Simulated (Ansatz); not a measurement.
`Sc1cnc(-c2cnc(-c3cnc(-c4cnc(S)s4)s3)s2)s1`. The state is a triplet with charge 0. Geometry PBE-D4/def2-SVP, that of the neutral singlet; atoms count from 1.

```xyz
28

S    -5.7128   -3.0120    5.5044
C    -4.6503   -2.2426    4.3334
C    -4.8025   -1.0681    3.6014
N    -3.7766   -0.7489    2.7673
C    -2.8058   -1.6383    2.8146
C    -1.5883   -1.5758    2.0484
C    -0.4946   -2.4450    2.0091
N     0.5165   -2.1094    1.1732
C     0.2531   -0.9772    0.5356
C     1.1521   -0.3771   -0.4190
C     2.3993   -0.8646   -0.8181
N     3.0688   -0.1240   -1.7346
C     2.3847    0.9536   -2.0840
C     2.8407    1.9291   -3.0385
C     2.2473    3.0977   -3.5066
N     2.9540    3.8129   -4.4269
C     4.1004    3.2211   -4.6905
S     5.2973    3.8290   -5.8256
S     4.3993    1.7216   -3.8162
S     0.8204    1.1135   -1.2669
S    -1.3039   -0.2493    0.9502
S    -3.1197   -2.9809    3.9394
H    -6.6880   -2.0657    5.3990
H    -5.6851   -0.4149    3.6686
H    -0.4247   -3.3637    2.6117
H     2.8244   -1.7953   -0.4178
H     1.2618    3.4600   -3.1769
H     4.5320    4.9140   -6.1345
```

Single mean-field runs in def2-TZVP are fitted with def2-universal-jkfit. At PBE0-D4/def2-TZVP a singlet of charge 0 lies 1.85 eV below the triplet at the same geometry.

Question: Estimate the Mulliken populations from the PBE0/def2-TZVP orbitals of Ansatz.

Answer: 
```csv
atom,charge (e),spin (α − β)
S1,-0.13,0.04
C2,0.05,0.15
C3,-0.13,-0.03
N4,-0.22,0.14
C5,0.10,-0.07
C6,0.06,0.29
C7,-0.10,0.01
N8,-0.21,0.13
C9,0.15,0.13
C10,0.03,0.16
C11,-0.12,0.30
N12,-0.20,-0.07
C13,0.23,0.32
C14,-0.09,-0.07
C15,-0.13,0.26
N16,-0.22,-0.05
C17,0.10,0.14
S18,-0.14,0.05
S19,0.05,0.00
S20,-0.04,0.07
S21,0.02,0.09
S22,0.01,0.04
H23,0.17,0.00
H24,0.14,0.00
H25,0.15,0.00
H26,0.16,-0.02
H27,0.15,-0.01
H28,0.18,0.00
```
Mulliken values depend strongly on the basis.

Question: Where does the spin sit?

Answer: Summed by element: S 0.30, C 1.59, N 0.14, H -0.03, of 2 unpaired in all. Largest on single atoms: C13 0.32, C11 0.30, C6 0.29.

Question: And the Mayer bond orders between heavy atoms (over 0.3)?

Answer: S1–C2 1.12 (1.76 Å); C2–C3 1.50 (1.39 Å); C2–S22 1.21 (1.74 Å); C3–N4 1.38 (1.36 Å); N4–C5 1.52 (1.32 Å); C5–C6 1.11 (1.44 Å); C5–S22 1.18 (1.78 Å); C6–C7 1.29 (1.40 Å); C6–S21 1.20 (1.75 Å); C7–N8 1.56 (1.35 Å); N8–C9 1.32 (1.33 Å); C9–C10 1.24 (1.44 Å); C9–S21 1.17 (1.77 Å); C10–C11 1.24 (1.40 Å); C10–S20 1.19 (1.75 Å); C11–N12 1.53 (1.36 Å); N12–C13 1.40 (1.32 Å); C13–C14 1.12 (1.44 Å); C13–S20 1.15 (1.77 Å); C14–C15 1.41 (1.39 Å); C14–S19 1.20 (1.75 Å); C15–N16 1.38 (1.36 Å); N16–C17 1.56 (1.32 Å); C17–S18 1.13 (1.76 Å); C17–S19 1.25 (1.76 Å).
